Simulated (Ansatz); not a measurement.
Ansatz (a program for electronic structure) input:
A basis named .json is the Basis Set Exchange file of that set.

Ansatz 0.2 input:
```yaml
crystal:
  periodic: [false, false, false]
  atoms:
    - {symbol: Cd, position_ang: [-0.00000000, -0.00000000, -1.07497705]}
    - {symbol: Br, position_ang: [0.00000000, 0.00000000, 1.47425425]}
basis:
  gaussian:
    orbitals: def2-QZVPP.json
hamiltonian:
  xc: pbe
magnetization: {spin_polarized: true, initial_magnetization: 1}
correlation: {method: rpa, electrons: outside_noble_gas}
```

**Question.** What final total energy does it print?

**Answer.** -2740.24377 Eh (RPA@PBE/def2-QZVPP). The basis has 177 functions.

The spin state was set by rule; other spins were not relaxed.
